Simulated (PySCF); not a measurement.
SMILES C(O[SiH](CC)O)C, singlet (GFN2-xTB optimised geometry):

```
19

Si    -0.166    -0.618     0.000
O     -0.420     0.995     0.000
C     -0.980    -1.515     1.455
C     -0.521    -0.949     2.793
O     -0.813    -1.365    -1.289
C     -0.622    -1.042    -2.640
C     -1.711    -1.689    -3.481
H      1.293    -0.618     0.000
H     -1.293     1.365     0.115
H     -0.744    -2.578     1.421
H     -2.067    -1.442     1.392
H     -0.744     0.114     2.857
H     -1.012    -1.453     3.624
H      0.553    -1.070     2.907
H     -0.636     0.047    -2.765
H      0.365    -1.403    -2.953
H     -2.687    -1.320    -3.176
H     -1.692    -2.767    -3.344
H     -1.556    -1.459    -4.532
```

Computed with PBE0/def2-SVP in PySCF.

What are the frontier orbital energies and the dipole moment?

HOMO-2 -8.54 eV, HOMO-1 -8.13 eV, HOMO -7.83 eV, LUMO 1.42 eV, LUMO+1 1.97 eV; dipole moment 1.34 D.

Meta-Löwdin charges at PBE0/def2-SVP: Si1 1.14, O2 -0.71, C3 -0.43, C4 -0.29, O5 -0.62, C6 0.05, C7 -0.30, H8 -0.15, H9 0.33, H10 0.11, H11 0.10, H12 0.09, H13 0.10, H14 0.10, H15 0.08, H16 0.09, H17 0.10, H18 0.11, H19 0.10.
